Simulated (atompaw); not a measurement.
**u(r) = r·R(r): atom against pseudo-atom (Rh)**

Columns: radius, all-electron u(r) and pseudo u(r) of the 5p shell (level -6.19 eV) of rhodium in the configuration [Ar] 3d10 4s2 4p6 4d8 5s0 5p0; PBE, scalar-relativistic, PAW (atompaw) scheme, atompaw 4.2.0.5.

| r (bohr) | all-electron | pseudo |
| --- | --- | --- |
| 0.085 | -0.0873 | -0.0012 |
| 0.169 | 0.0398 | -0.0046 |
| 0.254 | 0.1337 | -0.0100 |
| 0.338 | 0.1207 | -0.0167 |
| 0.423 | 0.0425 | -0.0243 |
| 0.508 | -0.0529 | -0.0318 |
| 0.592 | -0.1352 | -0.0383 |
| 0.677 | -0.1937 | -0.0430 |
| 0.762 | -0.2247 | -0.0449 |
| 0.846 | -0.2305 | -0.0432 |
| 0.931 | -0.2158 | -0.0372 |
| 1.015 | -0.1859 | -0.0266 |
| 1.100 | -0.1449 | -0.0108 |
| 1.185 | -0.0968 | 0.0102 |
| 1.269 | -0.0456 | 0.0358 |
| 1.354 | 0.0078 | 0.0663 |
| 1.438 | 0.0603 | 0.1001 |
| 1.523 | 0.1122 | 0.1372 |
| 1.608 | 0.1618 | 0.1763 |
| 1.692 | 0.2082 | 0.2158 |
| 1.777 | 0.2522 | 0.2556 |
| 1.862 | 0.2928 | 0.2941 |
| 1.946 | 0.3298 | 0.3302 |
| 2.031 | 0.3639 | 0.3640 |
| 2.115 | 0.3944 | 0.3944 |
| 2.200 | 0.4222 | 0.4222 |

(1) How many radial nodes do the two functions have?

(2) Is the pseudo-wave norm-conserving?

## Answers

(1) The all-electron 5p function has n − l − 1 = 3; the pseudo-wave has 1, since 1 lower shell of the same l stays in the valence.

(2) No, it belongs to a PAW set: the norm inside the radius is not constrained, and the difference is carried by the augmentation charge.
